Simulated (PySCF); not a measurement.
silolane (C4H10Si), SMILES C1CC[SiH2]C1. Atoms are numbered in the order given.

```xyz
15

C     -0.2701    -0.7207     1.3166
C      0.2701     0.7207     1.3166
C     -0.1363     1.4039    -0.0098
Si     0.0000     0.0000    -1.2945
C      0.1363    -1.4039    -0.0098
H      0.0862    -1.2832     2.1958
H     -1.3723    -0.6888     1.3906
H     -0.0862     1.2832     2.1958
H      1.3723     0.6888     1.3906
H     -1.1862     1.7403     0.0416
H      0.4739     2.2917    -0.2346
H     -1.2040    -0.1029    -2.1730
H      1.2040     0.1029    -2.1730
H      1.1862    -1.7403     0.0416
H     -0.4739    -2.2917    -0.2346
```

Coordinates come from a B3LYP-D3(BJ)/def2-SVP optimisation. The values are those of a single conformer.

All values below come from PySCF with ωB97X/def2-TZVP.

Atomic charges (e):

```csv
atom,Löwdin,Mulliken
C1,-0.28,-0.18
C2,-0.28,-0.18
C3,-0.38,-0.39
Si4,0.32,0.33
C5,-0.38,-0.39
H6,0.13,0.11
H7,0.14,0.10
H8,0.13,0.11
H9,0.14,0.10
H10,0.14,0.12
H11,0.13,0.13
H12,-0.04,-0.05
H13,-0.04,-0.05
H14,0.14,0.12
H15,0.13,0.13
```

Computed Mayer and Wiberg (Löwdin basis) orders of the bonds:
```tsv
bond	Mayer	Wiberg
C1–C2	0.95	1.20
C2–C3	0.95	1.22
C3–Si4	0.97	1.09
C1–C5	0.95	1.22
Si4–C5	0.97	1.09
C1–H6	0.98	0.86
C1–H7	0.98	0.85
C2–H8	0.98	0.86
C2–H9	0.98	0.85
C3–H10	0.96	0.85
C3–H11	0.97	0.87
Si4–H12	0.96	0.93
Si4–H13	0.96	0.93
C5–H14	0.96	0.85
C5–H15	0.97	0.87
```
